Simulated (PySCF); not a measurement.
Al(H)(vinyl)(OMe) (C3H7AlO), SMILES C[O][AlH][CH]=C.

The structure is a stationary point at ωB97X-D3(BJ)/def2-SVP. The structure was generated by enumeration; whether it is a known compound was not checked. Other conformers were not sampled.

Two levels are set side by side: TDDFT-PBE/def2-SVPD (PySCF) and TDDFT-ωB97X/def2-SVPD (PySCF). Vertical, same geometry. The lowest singlet is HOMO→LUMO 99 % with PBE and HOMO→LUMO 72 %, HOMO−3→LUMO 21 % with the other functional; states are paired by order. Differences are taken from unrounded values.

| quantity | TDDFT-ωB97X |
|---|---|
| lowest singlet excitation (eV) | 5.70 |
| lowest triplet excitation (TDA) (eV) | 4.20 |
| first bright state (f over 0.05) (eV) | 6.64 |
| its oscillator strength | 0.37 |

### Question
What does TDDFT-PBE give, and how far is it from TDDFT-ωB97X? (An estimate is asked for; the answer gives what the named calculation found.)

### Answer

```csv
quantity,TDDFT-PBE,TDDFT-PBE minus TDDFT-ωB97X
lowest singlet excitation (eV),4.53,-1.17
lowest triplet excitation (TDA) (eV),4.11,-0.08
first bright state (f over 0.05) (eV),4.92,-1.72
its oscillator strength,0.09,-0.28
```

Functionals without exact exchange tend to place singlet excitations lower, as here. Differences between two approximate levels are no errors against the true value.

Rough cost on one machine, each run with all the roots and properties that it gave: TDDFT-ωB97X against TDDFT-PBE about 6 times.
